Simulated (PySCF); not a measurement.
B(H)(F)(NMe2) (C₂H₇BFN), SMILES CN(BF)C.

Geometry optimised at B3LYP-D3(BJ)/def2-SVP. The structure was generated by enumeration, and PubChem lists no compound with its InChIKey, so it may never have been made. Other conformers were not sampled.

Two levels are set side by side: TDA-PBE/def2-SVPD (PySCF) and TDA-M06-2X/def2-SVPD (PySCF). Vertical, same geometry. The lowest singlet is HOMO→LUMO+1 100 % with PBE and HOMO→LUMO 93 % with the other functional; states are paired by order. Differences are taken from unrounded values.

```csv
quantity,TDA-M06-2X
lowest singlet excitation (eV),6.93
lowest triplet excitation (TDA) (eV),5.91
first bright state (f over 0.05) (eV),7.63
its oscillator strength,0.31
```

### Question
What does TDA-PBE give, and how far is it from TDA-M06-2X? (The exact figures need the calculation; the answer reports its results.)

### Answer

```json
[
 {"quantity": "lowest singlet excitation (eV)", "TDA-PBE": "6.03", "TDA-PBE minus TDA-M06-2X": "-0.90"},
 {"quantity": "lowest triplet excitation (TDA) (eV)", "TDA-PBE": "5.29", "TDA-PBE minus TDA-M06-2X": "-0.62"},
 {"quantity": "first bright state (f over 0.05) (eV)", "TDA-PBE": "6.94", "TDA-PBE minus TDA-M06-2X": "-0.69"},
 {"quantity": "its oscillator strength", "TDA-PBE": "0.29", "TDA-PBE minus TDA-M06-2X": "-0.02"}
]
```

Functionals without exact exchange tend to place singlet excitations lower, as here. Differences between two approximate levels are no errors against the true value.

Rough cost on one machine, each run with all the roots and properties that it gave: TDA-M06-2X against TDA-PBE about 10 times.
